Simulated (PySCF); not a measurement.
Molecule: `[SiH3]S[SiH2]Cl`, ClH5SSi2.

Numbering as in the mapped SMILES `[SiH3:1][S:2][SiH2:3][Cl:4]` (H(Xn): hydrogen on atom n).

Geometry PBE0-D3(BJ)/def2-SVP throughout; GIAO in PySCF 2.14.0 with density-fitted response routines, gas phase, one conformer, non-relativistic; equivalent atoms averaged; functional PBE0.

For orientation, IGLO-III gives these shifts δ (against TMS, CS2, HCl at the same level): Si3 -5.8, Si1 -54.5, S2 -228.6, Cl4 31.5, H(Si3) 5.88, H(Si1) 4.91 ppm.

A run gave: Si3 1.7, Si1 -48.2, S2 -241.2, Cl4 9.4, H(Si3) 5.75, H(Si1) 4.70 ppm (shifts δ (against TMS, CS2, HCl at the same level)).

**Question.** Which basis set was used in that run?
A. def2-SVP
B. 6-311+G(2d,p)
C. pcSseg-2
D. pcSseg-1
E. 6-31G

**Answer.** A. Cl4 tells them apart best: def2-SVP gives 9.4, pcSseg-1 gives 17.7, 6-31G gives -49.1, pcSseg-2 gives 25.1, 6-311+G(2d,p) gives 41.3 ppm.
